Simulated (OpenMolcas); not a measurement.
Rh2+ (d7) among equal point charges was computed by CASSCF with the d shell active (OpenMolcas, ANO-RCC-VDZP on the metal). Its lowest spin-free states, and all those of the highest spin:

```json
{"2S+1": "4", "Degeneracy": "2", "E (cm-1)": "0.0"}
{"2S+1": "4", "Degeneracy": "1", "E (cm-1)": "1041"}
{"2S+1": "4", "Degeneracy": "2", "E (cm-1)": "6808"}
{"2S+1": "4", "Degeneracy": "1", "E (cm-1)": "7831"}
{"2S+1": "2", "Degeneracy": "1", "E (cm-1)": "8773"}
{"2S+1": "2", "Degeneracy": "1", "E (cm-1)": "11906"}
{"2S+1": "2", "Degeneracy": "1", "E (cm-1)": "14818"}
{"2S+1": "2", "Degeneracy": "2", "E (cm-1)": "15031"}
{"2S+1": "4", "Degeneracy": "1", "E (cm-1)": "15238"}
{"2S+1": "2", "Degeneracy": "2", "E (cm-1)": "17020"}
{"2S+1": "2", "Degeneracy": "1", "E (cm-1)": "17033"}
{"2S+1": "4", "Degeneracy": "1", "E (cm-1)": "17123"}
{"2S+1": "4", "Degeneracy": "2", "E (cm-1)": "20782"}
```

Problem. Is the site octahedral, tetrahedral or cube-like, axial, or of lower symmetry?

Solution. The states with 2S+1 = 4 have orbital degeneracies 2, 1, 2, 1, 1, 1, 2. There are pairs but no triples, so the site is axial: not cubic, but with a proper or improper axis of order three or more. The run had Rh2+ among 6 point charges of -1.5 e arranged as a tetragonal octahedron (D4h), 2.12 Å from the ion, with the axial distance 1.972 Å.

An orbital doublet at a regular site is open to a Jahn-Teller distortion, which this geometry leaves out. Without dynamic correlation the repulsion within the d shell is too large (B by tens of per cent), so at a given field states of lower spin stand too high. This shell can be high or low spin here, a state of another spin lies low, and with metal d orbitals alone active their balance is uncertain, so the ground spin may be wrong. Point charges give a weaker field than real ligands, and real ions of this kind are as a rule low spin; the high spin found here belongs to the model. Point charges carry no covalency, so the field is a model and not that of real ligands. No measured value stands beside these numbers.
